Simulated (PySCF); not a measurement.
Geometry:
| atom | x (Å) | y (Å) | z (Å) |
| --- | --- | --- | --- |
| C1 | 3.891 | -0.736 | -0.433 |
| C2 | 2.848 | 0.080 | -0.469 |
| N3 | 1.587 | -0.252 | -0.007 |
| C4 | 0.502 | 0.589 | -0.091 |
| O5 | 0.588 | 1.701 | -0.567 |
| C6 | -0.769 | -0.028 | 0.381 |
| C7 | -1.916 | 0.974 | 0.612 |
| C8 | -3.015 | 0.371 | -0.289 |
| Si9 | -1.779 | -0.874 | -1.037 |
| H10 | 3.820 | -1.734 | -0.032 |
| H11 | 4.848 | -0.428 | -0.806 |
| H12 | 2.896 | 1.082 | -0.869 |
| H13 | 1.466 | -1.173 | 0.389 |
| H14 | -0.584 | -0.673 | 1.240 |
| H15 | -1.608 | 1.958 | 0.260 |
| H16 | -2.208 | 1.054 | 1.658 |
| H17 | -3.466 | 1.093 | -0.965 |
| H18 | -3.821 | -0.079 | 0.289 |
| H19 | -2.005 | -2.305 | -0.826 |
| H20 | -1.282 | -0.607 | -2.383 |

How the numbers were obtained: GFN2-xTB structure, shielding tensors at PBE0/pcSseg-1 (GIAO), in PySCF (isolated molecule, relativity neglected, one computed conformer).

Predict the 2D correlation tables (HSQC, COSY, HMBC).

## Answers



HSQC (one-bond C–H):
| δH | δC |
| --- | --- |
| 7.40 (H12) | 137.5 (C2) |
| 4.40 (H11) | 92.7 (C1) |
| 4.36 (H10) | 92.7 (C1) |
| 3.54 (H15) | 21.8 (C7) |
| 2.46 (H14) | 34.1 (C6) |
| 2.24 (H16) | 21.8 (C7) |
| 1.55 (H18) | 6.8 (C8) |
| 1.46 (H17) | 6.8 (C8) |

COSY cross peaks (H two or three bonds apart, from the bond graph; peaks can be absent where the dihedral angle is near 90°):
| δH | δH |
| --- | --- |
| 7.40 (H12) | 5.86 (H13) |
| 7.40 (H12) | 4.40 (H11) |
| 7.40 (H12) | 4.36 (H10) |
| 4.98 (H19) | 4.72 (H20) |
| 4.98 (H19) | 2.46 (H14) |
| 4.98 (H19) | 1.55 (H18) |
| 4.98 (H19) | 1.46 (H17) |
| 4.72 (H20) | 2.46 (H14) |
| 4.72 (H20) | 1.55 (H18) |
| 4.72 (H20) | 1.46 (H17) |
| 4.40 (H11) | 4.36 (H10) |
| 3.54 (H15) | 2.46 (H14) |
| 3.54 (H15) | 2.24 (H16) |
| 3.54 (H15) | 1.55 (H18) |
| 3.54 (H15) | 1.46 (H17) |
| 2.46 (H14) | 2.24 (H16) |
| 2.24 (H16) | 1.55 (H18) |
| 2.24 (H16) | 1.46 (H17) |
| 1.55 (H18) | 1.46 (H17) |

HMBC (two and three bonds, from the bond graph):
| δH | δC |
| --- | --- |
| 7.40 (H12) | 173.0 (C4), 92.7 (C1) |
| 5.86 (H13) | 173.0 (C4), 137.5 (C2), 92.7 (C1), 34.1 (C6) |
| 4.98 (H19) | 173.0 (C4), 34.1 (C6), 21.8 (C7), 6.8 (C8) |
| 4.72 (H20) | 173.0 (C4), 34.1 (C6), 21.8 (C7), 6.8 (C8) |
| 4.40 (H11) | 137.5 (C2) |
| 4.36 (H10) | 137.5 (C2) |
| 3.54 (H15) | 173.0 (C4), 34.1 (C6), 6.8 (C8) |
| 2.46 (H14) | 173.0 (C4), 21.8 (C7), 6.8 (C8) |
| 2.24 (H16) | 173.0 (C4), 34.1 (C6), 6.8 (C8) |
| 1.55 (H18) | 34.1 (C6), 21.8 (C7) |
| 1.46 (H17) | 34.1 (C6), 21.8 (C7) |

δ = σ(ref) − σ, references computed at the same level: 1H and 13C against TMS.

The OH or NH signal is concentration- and solvent-dependent in practice; the value given is the gas-phase one. Shifts are as computed. Against solution values, carbons near 30 ppm lie about +3 ppm off and those near 130 ppm about +5 ppm. Of 1211 compounds with measured shifts, 218 miss one by over three times the rms of a fit or turn the order of signals round; such compounds aren't used in these exercises. Hydrogen bonding in solution deshields acid and N–H amide carbonyl carbons by as much as 10 ppm beyond these values.
